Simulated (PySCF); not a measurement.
C5H7B2F2N.
Atom-mapped SMILES: `[F:1][B:2]([F:3])[BH2-:4][n+:5]1[cH:6][cH:7][cH:8][cH:9][cH:10]1` (hydrogens: H11, H12 on B4; H13 on C6; H14 on C7; H15 on C8; H16 on C9; H17 on C10)
Bond orders are those of one Lewis drawing.

Computed by this run: PBE0-D3(BJ)/def2-SVP geometry optimisation, gas phase (PySCF); density fitting, grid level 1; the optimiser is geomeTRIC in internal coordinates, started from a GFN2-xTB structure with every atom displaced at random (about 0.01 Å).

Geometry at step 5:
```
atom  x, y, z in Å
F1      3.9754   -0.4386    0.5069
B2      2.6466   -0.4520    0.4387
F3      2.0831   -1.3030    1.3118
B4      1.7384    0.4523   -0.6823
N5      0.1996    0.2507   -0.3388
C6     -0.4864    1.1988    0.3177
C7     -1.8061    1.0219    0.7048
C8     -2.4440   -0.1776    0.4008
C9     -1.7223   -1.1530   -0.2828
C10    -0.4044   -0.9092   -0.6355
H11     1.9196    0.0223   -1.8162
H12     1.9740    1.6507   -0.6257
H13     0.0673    2.1169    0.5202
H14    -2.3218    1.8235    1.2343
H15    -3.4830   -0.3479    0.6890
H16    -2.1737   -2.1102   -0.5479
H17     0.2066   -1.6385   -1.1695
```

Task: Give the atomic forces at this geometry.

Result: 
```json
{"atom": "F1", "Fx (eV/Å)": "-0.014", "Fy (eV/Å)": "0.040", "Fz (eV/Å)": "0.015"}
{"atom": "B2", "Fx (eV/Å)": "0.003", "Fy (eV/Å)": "-0.093", "Fz (eV/Å)": "-0.071"}
{"atom": "F3", "Fx (eV/Å)": "0.004", "Fy (eV/Å)": "0.015", "Fz (eV/Å)": "0.008"}
{"atom": "B4", "Fx (eV/Å)": "-0.014", "Fy (eV/Å)": "0.047", "Fz (eV/Å)": "0.057"}
{"atom": "N5", "Fx (eV/Å)": "0.046", "Fy (eV/Å)": "0.041", "Fz (eV/Å)": "0.018"}
{"atom": "C6", "Fx (eV/Å)": "0.065", "Fy (eV/Å)": "0.026", "Fz (eV/Å)": "-0.037"}
{"atom": "C7", "Fx (eV/Å)": "-0.025", "Fy (eV/Å)": "-0.027", "Fz (eV/Å)": "-0.011"}
{"atom": "C8", "Fx (eV/Å)": "0.083", "Fy (eV/Å)": "0.034", "Fz (eV/Å)": "-0.017"}
{"atom": "C9", "Fx (eV/Å)": "-0.053", "Fy (eV/Å)": "-0.141", "Fz (eV/Å)": "-0.047"}
{"atom": "C10", "Fx (eV/Å)": "-0.081", "Fy (eV/Å)": "0.068", "Fz (eV/Å)": "0.055"}
{"atom": "H11", "Fx (eV/Å)": "0.008", "Fy (eV/Å)": "-0.019", "Fz (eV/Å)": "0.009"}
{"atom": "H12", "Fx (eV/Å)": "0.009", "Fy (eV/Å)": "0.009", "Fz (eV/Å)": "-0.005"}
{"atom": "H13", "Fx (eV/Å)": "-0.004", "Fy (eV/Å)": "-0.013", "Fz (eV/Å)": "-0.002"}
{"atom": "H14", "Fx (eV/Å)": "-0.001", "Fy (eV/Å)": "0.017", "Fz (eV/Å)": "0.012"}
{"atom": "H15", "Fx (eV/Å)": "-0.012", "Fy (eV/Å)": "-0.010", "Fz (eV/Å)": "-0.002"}
{"atom": "H16", "Fx (eV/Å)": "-0.010", "Fy (eV/Å)": "-0.004", "Fz (eV/Å)": "0.003"}
{"atom": "H17", "Fx (eV/Å)": "-0.004", "Fy (eV/Å)": "0.011", "Fz (eV/Å)": "0.014"}
```

The largest, 0.16 eV/Å, acts on C9; the rms over all components is 0.040 eV/Å. The forces sum to zero within rounding, as they must for an isolated molecule in no field.

Task: Give the force on C9 in Eh/bohr and in nN.

Result: 0.158 eV/Å ÷ 51.422 = 0.00307 Eh/bohr, and 0.158 eV/Å × 1.602 = 0.25 nN.

Task: How far is this geometry from the end of the optimisation?

Result: 0.010 eV above it, and 0.141 Å rms away after alignment. The bonds farthest from their final lengths, with half the difference of the two atoms' forces along the bond (positive lengthens):

```
  bond  now (Å)  final (Å)  force along bond (eV/Å)
 B2–B4    1.703      1.698                     0.00
 B4–N5    1.589      1.587                    -0.03
B4–H11    1.226      1.228                    +0.04
N5–C10    1.341      1.343                    +0.01
```

The angle farthest from its final value is B2–B4–H11, 110.1° against 108.0°.

What follows is the cost of the whole optimisation. The run took 7.5 min on an Arm Neoverse N1 with one thread, on a shared host, and the process peaked at 0.73 GiB of memory.
